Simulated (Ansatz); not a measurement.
Conformers of C2H8O2Si (`CO[SiH](C)O`), each relaxed with PBE0-D4/def2-TZVP in Ansatz. CBS adds the triple-zeta coupled-cluster correction to the MP2 limit.

Not all of them had a frequency check.

Conformer A:

Z-matrix (Å, degrees):
```
C
O 1 1.406
H 1 1.092 2 108.5
H 1 1.096 2 111.3 3 -119.1
H 1 1.097 2 111.8 3 119.5
Si 2 1.644 1 123.7 3 -162.8
O 6 1.638 2 107.6 1 164.1
C 6 1.850 2 113.1 1 -78.1
H 6 1.494 2 106.8 1 44.2
H 7 0.958 6 117.2 2 -51.2
H 8 1.093 6 110.7 2 -179.7
H 8 1.093 6 110.9 2 60.5
H 8 1.093 6 110.6 2 -59.7
```

Conformer B:

```xyz
13

C    -1.105    1.846    0.018
O    -0.224    0.882    0.540
Si    0.052   -0.571   -0.168
C     1.234   -1.475    0.922
O     0.737   -0.423   -1.659
H    -1.265    2.616    0.775
H    -0.688    2.322   -0.876
H    -2.078    1.409   -0.239
H    -1.264   -1.257   -0.341
H     2.188   -0.945    0.962
H     0.843   -1.553    1.939
H     1.418   -2.482    0.542
H     0.153   -0.370   -2.415
```

Q: Which is lowest in electronic energy at CCSD(T)/CBS (frozen core, def2 sets), and by how much? (Best estimate.)

A: The calculation gave: B; A lies 2.0 kJ/mol higher.

Q: Give the energies relative to B (kJ/mol) with r2SCAN-D4/def2-TZVPP, PBE0-D4/def2-TZVPP, r2SCAN/def2-TZVPP, PBE0/def2-TZVPP, SCS-MP2/def2-TZVPP, SCS-MP2/def2-QZVPP, MP2/CBS(def2). (Best estimate.)

A: The calculation gave: 
```tsv
level	A
r2SCAN-D4/def2-TZVPP	2.1
PBE0-D4/def2-TZVPP	2.0
r2SCAN/def2-TZVPP	2.1
PBE0/def2-TZVPP	2.0
SCS-MP2/def2-TZVPP	2.0
SCS-MP2/def2-QZVPP	1.9
MP2/CBS(def2)	2.1
```
